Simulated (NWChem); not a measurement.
System: CsCl; SMILES [Cl][Cs]

All runs: NWChem. The geometry was optimised at PBE-D3(BJ)/def2-SVP. def2 effective core potentials on Cs; no spin-orbit coupling.

Question: Estimate the computed values for PBE/def2-TZVP. Quantities: highest occupied level (eV); orbital gap (eV); dipole (D).

Answer: 
```json
{
 "highest occupied level (eV)": "-4.71",
 "orbital gap (eV)": "3.12",
 "dipole (D)": "9.94"
}
```
